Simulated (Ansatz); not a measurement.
The cluster PtCl2, relaxed as a singlet with RKS PBE-D4/def2-TZVP in Ansatz, starting from the GFN2-xTB geometry. Force threshold 0.02 eV/Å.

In the def2 sets Pt takes a core potential; there is no spin–orbit coupling. The restricted singlet is unstable: a solution with broken spin symmetry lies lower. The relaxation made no stability test and no search for a lower SCF solution. At PBE-D4/def2-TZVP a triplet of charge 0 lies 0.64 eV below the restricted singlet, each at its own geometry. The structure comes from a short search, and lower isomers may exist.

Start:

```xyz
3

Pt    0.5565    0.3439    0.1812
Cl    0.6813   -1.7755    0.0032
Cl   -1.2378    1.4316   -0.1843
```

```tsv
step	energy (eV)	largest force component (eV/Å)	SCF passes
1	-28285.4968	0.714	17
2	-28285.5216	0.066	21
3	-28285.5218	0.013	22
```

Force components are those of the run's own axes.

End:

```xyz
3

Pt    0.5554    0.3429    0.1807
Cl    0.7026   -1.8095    0.0054
Cl   -1.2579    1.4666   -0.1862
```

By distances, no bond broke or formed. The bond that changes most is Pt1–Cl3, from 2.13 to 2.16 Å (atoms count from 1).

No frequencies were taken in this run, so the end may be a saddle point.

Run time 1.9 s (4 threads of Arm Neoverse V1 on a shared host).
